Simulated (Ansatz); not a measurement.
`[SiH3]CCCCl` and `CCCl` differ in one atom or group.

Ansatz, PBE0-D4/def2-TZVP geometries, multiplicity 1. Each molecule was computed in one conformer, which needn't be the lowest.

| property | `[SiH3]CCCCl` |
| --- | --- |
| HOMO energy (B3LYP/def2-TZVPP) / eV | -8.11 |
| size of the dipole moment (ωB97M-V/def2-TZVPP) / D | 1.68 |
| HOMO–LUMO gap (PBE0/def2-TZVPP) / eV | 8.99 |
| LUMO energy (PBE/def2-TZVPP) / eV | -0.25 |
| ideal-gas entropy at 298 K and 1 bar (rigid rotor, harmonic PBE0-D4/def2-TZVP) / J/(mol·K) | 360 |
| HOMO energy (PBE/def2-TZVPP) / eV | -6.96 |

Give the same properties after the change, and the shifts. (Estimate.)

Ansatz gave: 
```tsv
property	`CCCl`	shift
HOMO energy (B3LYP/def2-TZVPP) / eV	-8.05	0.06
size of the dipole moment (ωB97M-V/def2-TZVPP) / D	2.04	0.36
HOMO–LUMO gap (PBE0/def2-TZVPP) / eV	9.21	0.22
LUMO energy (PBE/def2-TZVPP) / eV	-0.15	0.10
ideal-gas entropy at 298 K and 1 bar (rigid rotor, harmonic PBE0-D4/def2-TZVP) / J/(mol·K)	275	-85
HOMO energy (PBE/def2-TZVPP) / eV	-6.88	0.08
```

With PBE0 the HOMO rises by 0.07 eV and the LUMO rises by 0.29 eV, so the gap widens by about 0.22 eV. PBE moves the HOMO by 0.08 eV and ωB97M-V by 0.04 eV. The zero-point energy changes by -114.2 kJ/mol with -18 modes. Dipoles are sizes alone; their direction can turn.

Positive LUMOs are unbound, so they and the gaps depend on the basis.

B3LYP here is the variant with VWN-RPA as its local correlation; programs differ in this.
